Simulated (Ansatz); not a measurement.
```yaml
crystal:
  periodic: [false, false, false]
  atoms:
    - {symbol: Cl, position_ang: [-0.868257, -0.154858, 2.125673]}
    - {symbol: Sn, position_ang: [0.004471, -0.015618, 0.005206]}
    - {symbol: Br, position_ang: [2.018489, -1.391701, -0.112123]}
    - {symbol: Br, position_ang: [-1.658460, -0.827040, -1.588501]}
    - {symbol: Br, position_ang: [0.553656, 2.315615, -0.471656]}
basis:
  gaussian: {orbitals: ANO-RCC-VTZP, fitting: {mean_field: cc-pVTZ-jkfit}}
hamiltonian: {xc: {name: LC-wPBE}}
scf: {lower_state_search: light}
output: {forces: true}
```

```sh
$ ansatz run in.yaml --threads 4 --pin off --events-out ev --progress --plain --max-ram 11315MiB
```

Output, abridged:

```
Functional definition: LC-wPBE
  name "LC-wPBE"
  cite "Vydrov & Scuseria, J. Chem. Phys. 125, 234109 (2006) doi:10.1063/1.2409292"
  cite "Heyd & Scuseria, J. Chem. Phys. 120, 7274 (2004) doi:10.1063/1.1668634"
  cite "Ernzerhof & Perdew, J. Chem. Phys. 109, 3313 (1998) doi:10.1063/1.476928"
  cite "Perdew, Burke & Ernzerhof, Phys. Rev. Lett. 77, 3865 (1996) doi:10.1103/PhysRevLett.77.3865"
  parent pbe
  parameter omega = 0.4/bohr
  exchange = pbe_x_sr(omega) + exact_x_lr(omega)
  correlation = pbe_c
Error: <dir> the basis set cc-pVTZ-JKFIT has no functions for Sn
```

Hardware: 4 threads of an AMD EPYC 7R43 on a shared host. Wall time 0.25 s, peak host memory 0.07 GiB.
